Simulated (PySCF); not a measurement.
Species: trans-2-methyl-2-pentenoic acid, C6H10O2.
Atom-mapped SMILES: `[CH3:1][CH2:2]/[CH:3]=[C:4](\[CH3:5])[C:6](=[O:7])[OH:8]` (hydrogens: H9, H10, H11 on C1; H12, H13 on C2; H14 on C3; H15, H16, H17 on C5; H18 on O8)

Structure used (GFN2-xTB), in Å, numbered top down from 1:
```
atom  x, y, z in Å
C1     2.1712    0.4040   -1.2343
C2     1.3553    0.9081   -0.0415
C3    -0.0925    0.6127   -0.2390
C4    -0.8208   -0.2445    0.4823
C5    -0.2986   -1.0457    1.6388
C6    -2.2483   -0.4591    0.1619
O7    -2.9728   -1.2377    0.7345
O8    -2.7053    0.3019   -0.8509
H9     1.8117    0.8489   -2.1590
H10    3.2201    0.6616   -1.1101
H11    2.0874   -0.6768   -1.3187
H12    1.4832    1.9911    0.0385
H13    1.7257    0.4500    0.8748
H14   -0.5623    1.1327   -1.0623
H15    0.5475   -1.6589    1.3356
H16   -1.0884   -1.6949    2.0078
H17    0.0214   -0.3906    2.4473
H18   -3.6433    0.1036   -0.9974
```

The closed-shell SCF was solved with PySCF and density fitting under several settings on one GFN2-xTB geometry (grid level 2 and gas phase unless stated).

```
                              settings  basis functions  SCF cycles     E (Eh)  HOMO (eV)  LUMO (eV)  dipole (D)
                         PBE0/pcSseg-1              186          15  -384.6311      -7.49      -1.10        2.50
                        PBE0/def2-SVPD              246          15  -384.4169      -7.53      -1.22        2.65
LDA/IGLO-II, energy threshold 1e-08 Eh              236          12  -381.9833      -6.44      -2.26        2.41
```

**Question.** Estimate the row for these settings: LDA/pcSseg-1, fitting basis def2-qzvpp-jkfit.

**Answer.** 
| settings | basis functions | SCF cycles | E (Eh) | HOMO (eV) | LUMO (eV) | dipole (D) |
| --- | --- | --- | --- | --- | --- | --- |
| LDA/pcSseg-1, fitting basis def2-qzvpp-jkfit | 186 | 13 | -381.8303 | -6.45 | -2.27 | 2.41 |

**Question.** Over all rows, what range does the HOMO–LUMO gap span?

**Answer.** From 4.18 eV to 6.39 eV.

**Question.** And the dipole moment?

**Answer.** From 2.41 D to 2.65 D; the largest is 1.10 times the smallest, and the median is 2.46 D.

**Question.** Compare two rows with the functional PBE0: PBE0/pcSseg-1 and PBE0/def2-SVPD. Which energy is lower, and by how much?

**Answer.** PBE0/pcSseg-1 (186 functions) lies 0.2142 Eh or 134 kcal/mol below PBE0/def2-SVPD (246 functions). The smaller set gives the lower energy; the two sets aren't nested, so the variational bound doesn't order them by size.

Whole jobs, the steps after the SCF included, on one thread, Arm Neoverse N1 (aarch64), no GPU, shared host:

| settings | work after the SCF | wall time | peak memory |
| --- | --- | --- | --- |
| PBE0/pcSseg-1 | shieldings, charges and field gradients | 45 s | 0.91 GiB |
| PBE0/def2-SVPD | 6 singlets by full TDDFT, 2 Tamm–Dancoff triplets, polarisability | 80 s | 0.99 GiB |
| LDA/IGLO-II, energy threshold 1e-08 Eh | 1 singlet by TDA, 2 Tamm–Dancoff triplets, polarisability | 38 s | 0.80 GiB |
| LDA/pcSseg-1, fitting basis def2-qzvpp-jkfit | shieldings | 38 s | 0.67 GiB |

Cycle counts include a coarse-grid stage where the run had one.

One conformer stands for the species.
